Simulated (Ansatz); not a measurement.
System: LuF$_{3}$ (charge 0, singlet). SMILES: [F][Lu]([F])[F]
Geometry: optimised at B3LYP-D3(BJ)/def2-TZVP (Ansatz, a first-principles code).

Wanted: vertical ionisation energy (to the doublet state of charge +1; each state is the SCF solution reached for its spin; the molecule has degenerate orbitals, so one determinant may break the symmetry), in eV. Valence correlation only, unless marked. UHF or UKS for open shells. Spin-orbit coupling is left out. The frozen core is the preceding noble-gas configuration, with the filled d and f shells of earlier blocks. Past Kr the def2 sets carry scalar-relativistic core potentials. 

```csv
level,program,vertical ionisation energy (eV)
SVWN5/def2-TZVP,Ansatz,12.49
PBE/def2-TZVP,Ansatz,12.13
r2SCAN/def2-TZVP,Ansatz,12.38
B3LYP/def2-TZVP,Ansatz,13.01
PBE0/def2-TZVP,Ansatz,13.05
BHLYP/def2-TZVP,Ansatz,13.71
CAM-B3LYP/def2-TZVP,Ansatz,13.56
wB97M-V/def2-TZVP,Ansatz,13.61
wB97X-V/def2-TZVP,Ansatz,13.64
B2PLYP/def2-TZVP,Ansatz,13.82
```
